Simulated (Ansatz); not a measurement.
A set of 12 reactions (atomization), with CCSD(T)/CBS values in kJ/mol:

```tsv
reaction	ΔE
`[NH2][Al]([SH])[CH2]F` → Al• + C• + F• + 5 H• + N• + S•	3445.6
`N=C1CS1` → 2 C• + 3 H• + N• + S•	2703.6
`C=C[O][InH2]` → 2 C• + 5 H• + In• + O•	3107.3
`[BH3-][O+]([SiH3])[SiH3]` → B• + 9 H• + O• + 2 Si•	4158.5
`NC(N)(F)F` → C• + 2 F• + 4 H• + 2 N•	3334.6
`[Cl][InH2]` → Cl• + 2 H• + In•	844.7
`COBB(F)Cl` → 2 B• + C• + Cl• + F• + 4 H• + O•	4005.3
`S[Si]Cl` → Cl• + H• + S• + Si•	1167.2
`CC#CC` → 4 C• + 6 H•	4190.5
`[CH2][N](C)[In]([F])[F]`• → 2 C• + 2 F• + 5 H• + In• + N•	3972.4
`NC(F)[SiH2]Cl` → C• + Cl• + F• + 5 H• + N• + Si•	3430.8
`C=CCCC=C` → 6 C• + 10 H•	6675.0
```

Isolated molecules relaxed with PBE0-D4/def2-TZVP in Ansatz; ΔE leaves out vibrations. CBS: MP2 limit from def2 TZ/QZ plus the TZ coupled-cluster correction, frozen cores. Small cases extrapolate CCSD(T) itself. Functionals use def2-TZVPP. Open shells (•) are unrestricted, without spin–orbit coupling. Spin–orbit coupling would lower the free atoms: a little for Al, B, C, Cl, F, O, S, Si; strongly for In. Elements past krypton have def2 core potentials. For In outer-core shells are correlated without core-valence functions, so the limit isn't a true one: a few kJ/mol of doubt a bond, and 10 to 20 or more in all where bonds break to atoms. Each species was taken in one conformer, which may not be the lowest.

Problem. Give the mean, mean absolute and largest difference (level minus CCSD(T)/CBS, kJ/mol) for: PBE-D4, r2SCAN-D4, PBE0-D4, ωB97X-V, ωB97M-V, B2PLYP, r2SCAN, PBE0, MP2/def2-TZVPP, SCS-MP2/def2-TZVPP, HF/def2-QZVPP, MP2/def2-QZVPP, MP2/CBS(def2), CCSD/CBS(def2). (Estimate.)

Solution. The calculation gave: 
| level | mean | mean absolute | largest |
| --- | --- | --- | --- |
| PBE-D4 | 77.8 | 91.8 | 161.4 |
| r2SCAN-D4 | 9.9 | 13.2 | 52.9 |
| PBE0-D4 | 6.7 | 31.6 | -74.4 |
| ωB97X-V | 11.8 | 11.8 | 26.6 |
| ωB97M-V | 15.6 | 16.6 | 36.6 |
| B2PLYP | -36.7 | 36.7 | -56.5 |
| r2SCAN | 5.5 | 13.2 | 48.4 |
| PBE0 | -8.4 | 34.4 | -98.2 |
| MP2/def2-TZVPP | -34.3 | 39.2 | -94.7 |
| SCS-MP2/def2-TZVPP | -53.2 | 53.2 | -87.1 |
| HF/def2-QZVPP | -949.0 | 949.0 | -1626.9 |
| MP2/def2-QZVPP | 21.2 | 31.0 | 84.3 |
| MP2/CBS(def2) | 59.1 | 61.2 | 122.3 |
| CCSD/CBS(def2) | -55.5 | 55.5 | -90.2 |

The largest T1 diagnostic in the set is 0.018, for Al• (customary mark 0.045).

CCSD(T)/CBS is a level of theory with its own doubt, and the functionals carry their triple-zeta basis error, so these figures describe this set and don't rank the functionals.
